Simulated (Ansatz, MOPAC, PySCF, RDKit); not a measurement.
Torsion Si1–N2–Ge3–H8 in GeH7NSi (SMILES [SiH3][NH][GeH3]); at each angle all else is relaxed with GFN2-xTB, and the levels are single points there.
Geometry at 20° (charge 0, multiplicity 1):
```json
[
 {"atom": "Si", "x (Å)": "1.5598", "y (Å)": "0.1272", "z (Å)": "0.3288"},
 {"atom": "N", "x (Å)": "0.1300", "y (Å)": "-0.3033", "z (Å)": "-0.5516"},
 {"atom": "Ge", "x (Å)": "-1.6013", "y (Å)": "0.0244", "z (Å)": "-0.1345"},
 {"atom": "H", "x (Å)": "2.6657", "y (Å)": "-0.1063", "z (Å)": "-0.6012"},
 {"atom": "H", "x (Å)": "1.4227", "y (Å)": "1.5350", "z (Å)": "0.7018"},
 {"atom": "H", "x (Å)": "1.7332", "y (Å)": "-0.6848", "z (Å)": "1.5422"},
 {"atom": "H", "x (Å)": "0.2625", "y (Å)": "-1.0064", "z (Å)": "-1.2619"},
 {"atom": "H", "x (Å)": "-1.6163", "y (Å)": "1.1487", "z (Å)": "0.8435"},
 {"atom": "H", "x (Å)": "-2.2557", "y (Å)": "-1.1845", "z (Å)": "0.4785"},
 {"atom": "H", "x (Å)": "-2.3288", "y (Å)": "0.3788", "z (Å)": "-1.3971"}
]
```

On the grid 0° to 120°, 60° is the highest and 20° the lowest point at MP2/CBS(def2-TZVPP, def2-QZVPP) + ΔCCSD(T)/def2-TZVPP.

The state reached by PM3 isn't checked.

Run with Ansatz (a program for electronic structure) with Gaussian orbitals; MOPAC for PM3 (differences of heats of formation); PySCF for the dispersion terms; RDKit for the force fields. Values without a source in brackets are computed.

Q: One of these levels gives -168.5 meV for the energy at 60° less that at 20°. Name it.
(A) UFF
(B) PM3
(C) PBE-D3(BJ)/def2-TZVPP

A: A, UFF. The others give -22.7 (PM3), 7.0 (PBE-D3(BJ)/def2-TZVPP)
